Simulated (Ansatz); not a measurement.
`O=C([SiH3])[SiH2]S`. Charge 0, multiplicity 1.

Cartesian coordinates in Å:
```
O 1.5726 0.7625 -0.1388
C 0.5471 0.1149 -0.1163
Si 0.5807 -1.7004 -0.7994
Si -1.0723 0.9062 0.6115
S -0.4987 2.8360 1.2610
H -0.8070 -2.2267 -0.8794
H 1.3765 -2.5176 0.1506
H 1.2148 -1.6867 -2.1398
H -2.1007 0.9120 -0.4634
H -1.5658 0.0260 1.7045
H 0.7528 2.5738 0.8096
```

Problem. List the harmonic frequencies (cm⁻¹, unscaled) at PBE0-D4/def2-TZVP in Ansatz. (An estimate is asked.)

Solution. Computed: 13i, 58, 112, 173, 258, 324, 341, 444, 469, 541, 587, 628, 712, 716, 805, 891, 916, 934, 936, 951, 1713, 2213, 2215, 2227, 2242, 2253, 2591.
